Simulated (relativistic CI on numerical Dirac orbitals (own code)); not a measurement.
**Spin-orbit doublets in the photoemission of palladium**

Problem. Photoelectron lines from p, d and f shells are doublets, and peak fits need their splitting and area ratio. Find both for the 3d line of palladium, from the calculated spin-orbit constant ζ(3d) = 2.139 eV of the closed-shell ion Pd with one hole. Is the doublet resolved if instrument, lifetime and solid give each line a width of 2.0 eV (assumed)?

Working.
1. One hole with l = 2 gives j = 5/2 and j = 3/2. For a hole the level of higher j has the lower binding energy.
2. The splitting is (l + ½)ζ = 2.5 × 2.139 = 5.348 eV.
3. The areas follow 2j + 1: 6 : 4, so the weaker line has 0.667 of the stronger one's area, if the radial matrix elements are equal.
4. Splitting over width is 2.67: two separate peaks.

Check. The difference of tabulated binding energies of the element (M4 less M5; Elam, Ravel and Sieber, Radiat. Phys. Chem. 63, 121 (2002), rounded to 0.1 eV or more) is 5.3 eV.

All doublets of Pd, calculated as differences of Dirac-Coulomb-Breit total energies with one hole (eV):

```json
{"Shell": "2p", "Calculated": "157.3", "Without Breit and QED": "159.4", "Tabulated, element": "157.0"}
{"Shell": "3p", "Calculated": "28.13", "Without Breit and QED": "28.52", "Tabulated, element": "27.6"}
{"Shell": "3d", "Calculated": "5.364", "Without Breit and QED": "5.537", "Tabulated, element": "5.3"}
{"Shell": "4p", "Calculated": "4.395", "Without Breit and QED": "4.458", "Tabulated, element": "4.8"}
{"Shell": "4d", "Calculated": "0.4189", "Without Breit and QED": "0.4353", "Tabulated, element": ""}
```

The Breit and QED terms lower the splittings by 1.3 to 3.8 %.
